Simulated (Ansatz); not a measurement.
Mulliken charges of F₂HOSb (`[OH][Sb]([F])[F]`) from B3LYP/def2-TZVPP in Ansatz (PBE0-D4/def2-TZVP geometry).

```
atom   x (Å)   y (Å)   z (Å)  charge (e)
  O1  -0.217   1.167  -0.622      -0.530
 Sb2   0.233  -0.696  -0.750       1.260
  F3   1.531  -0.697   0.638      -0.464
  F4  -1.131  -1.326   0.414      -0.464
  H5  -0.366   1.478   0.278       0.198
```

Problem. By hand: the dipole of these point charges (1 e Å = 4.8032 D).

Solution. Σ q r = (0.151, -0.264, -1.048) e Å, of length 1.091 e Å = 5.24 D.

Problem. How does the dipole of the full density compare? (Estimate.)

Solution. The calculation gave: (0.042, -0.023, -0.439) e Å, 2.12 D; the point charges give 2.47 times that, at 11° from its direction.

Point charges leave out the atoms' own dipoles, such as those of lone pairs, and Mulliken's split depends on the basis, so the two needn't agree.

B3LYP here is the variant with VWN-RPA as its local correlation; programs differ in this.
